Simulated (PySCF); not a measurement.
# How methods differ on the interval between two levels of Ne⁺

Ne⁺ [He] 2s2 2p5 [2P3/2, M_J = 3/2] → Ne⁺ [He] 2s1 2p5 3s1 [4P5/2, M_J = 5/2], as a difference of total energies. Calculation: PySCF 2.14, in x2c-SVPall-2c with one added diffuse shell of s type (4s2p1d, 15 functions); the two-component X2C-1e Hamiltonian. Correlated levels: 1s2 frozen. "Screened" scales the spin-orbit matrix elements by Boettger's factors to mimic the two-electron term; Breit and QED terms are absent.

```tsv
method	interval between two levels (cm⁻¹)
GHF (spin-free)	421510
GMP2 (spin-free)	421600
GHF (screened spin-orbit)	421480
GMP2 (screened spin-orbit)	421570
```

The labels give the starting determinants; with spin-orbit coupling the two ends relaxed to ⟨J²⟩ = 3.75, ⟨L²⟩ = 2.00, ⟨S²⟩ = 0.75 and ⟨J²⟩ = 8.75, ⟨L²⟩ = 2.00, ⟨S²⟩ = 3.75.
